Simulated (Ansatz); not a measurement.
fac-[ZnCl3(NH3)3]- (ZnN₃Cl₃H₉⁻), relaxed as a singlet with RKS PBE-D4/def2-SVPD in Ansatz, starting from the GFN2-xTB (ALPB water) geometry. Force threshold 0.02 eV/Å.

Another isomer (singlet) lies 0.73 eV lower at PBE0-D4/def2-TZVPD; other spin states weren't run for this one.

Start:

```csv
atom,x (Å),y (Å),z (Å)
Cl1,2.660,0.683,0.790
Cl2,-0.269,-0.954,2.681
Cl3,1.101,-2.585,-0.530
N4,-1.537,-1.082,-0.106
N5,0.862,0.257,-1.655
N6,-0.262,1.591,0.971
Zn7,0.567,-0.464,0.476
H8,-1.841,-1.277,0.842
H9,-1.267,-1.964,-0.527
H10,-2.299,-0.673,-0.630
H11,0.317,0.776,-2.330
H12,1.091,-0.658,-2.030
H13,1.737,0.739,-1.477
H14,-0.604,1.337,1.892
H15,-0.901,2.245,0.539
H16,0.645,2.029,1.094
```

| step | energy (eV) | largest force component (eV/Å) | SCF passes |
| --- | --- | --- | --- |
| 1 | -90563.8606 | 0.648 | 20 |
| 2 | -90563.9531 | 0.142 | 19 |
| 3 | -90563.9681 | 0.116 | 18 |
| 4 | -90563.9760 | 0.061 | 19 |
| 5 | -90563.9789 | 0.012 | 19 |

Force components are those of the run's own axes.

End:

```xyz
16

Cl    2.6997    0.7177    0.7890
Cl   -0.2992   -0.9554    2.7229
Cl    1.1040   -2.6240   -0.5614
N    -1.5797   -1.1336   -0.0991
N     0.9068    0.2533   -1.7045
N    -0.2581    1.6381    1.0209
Zn    0.4948   -0.4040    0.4161
H    -1.8763   -1.3188    0.8701
H    -1.2832   -2.0242   -0.5237
H    -2.3405   -0.7098   -0.6371
H     0.3482    0.7860   -2.3767
H     1.1271   -0.6833   -2.0730
H     1.7925    0.7381   -1.4994
H    -0.5964    1.3628    1.9544
H    -0.9112    2.2880    0.5748
H     0.6716    2.0693    1.1268
```

By distances, no bond broke or formed. The bond that changes most is Cl1–Zn7, from 2.41 to 2.50 Å (atoms count from 1).

No frequencies were taken in this run, so the end may be a saddle point.

Run time 16 s (4 threads of Arm Neoverse V2 on a shared host).
